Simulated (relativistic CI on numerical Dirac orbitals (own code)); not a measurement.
## Cu2+ (3d9) in a crystal field

Calculated by Dirac-Coulomb-Breit CI, orbitals from a KLI potential per configuration, model QED, valence Slater integrals scaled by 0.65, one configuration in a parametric crystal field (own radial code).

Field parameters in Wybourne normalisation: Oh B⁴₀ = 21Dq, B⁴₄ = √(5/14) B⁴₀. The field is a parameter set, without covalency.

S is read from ⟨S²⟩ = S(S + 1).

Site symmetry Oh; labels are those of the double group. Computed levels in cm⁻¹ above the lowest, in rising order:

```tsv
Δ (size of 10Dq)	Lowest	No. 2	No. 3
3250	Γ8	2703 Γ7	4121 Γ8
5850	Γ8	5209 Γ7	6533 Γ8
8450	Γ8	7767 Γ7	9050 Γ8
11050	Γ8	10344 Γ7	11604 Γ8
13650	Γ8	12930 Γ7	14175 Γ8
16250	Γ8	15519 Γ7	16754 Γ8
18850	Γ8	18112 Γ7	19339 Γ8
21450	Γ8	20706 Γ7	21928 Γ8
24050	Γ8	23302 Γ7	24519 Γ8
26650	Γ8	25898 Γ7	27112 Γ8
29250	Γ8	28495 Γ7	29706 Γ8
31850	Γ8	31093 Γ7	32301 Γ8
```

Ground-state S against |10Dq| in cm⁻¹: 3250: 0.50, 5850: 0.50, 8450: 0.50, 11050: 0.50, 13650: 0.50, 16250: 0.50, 18850: 0.50, 21450: 0.50, 24050: 0.50, 26650: 0.50, 29250: 0.50, 31850: 0.50.

No abrupt spin change occurs in this range.
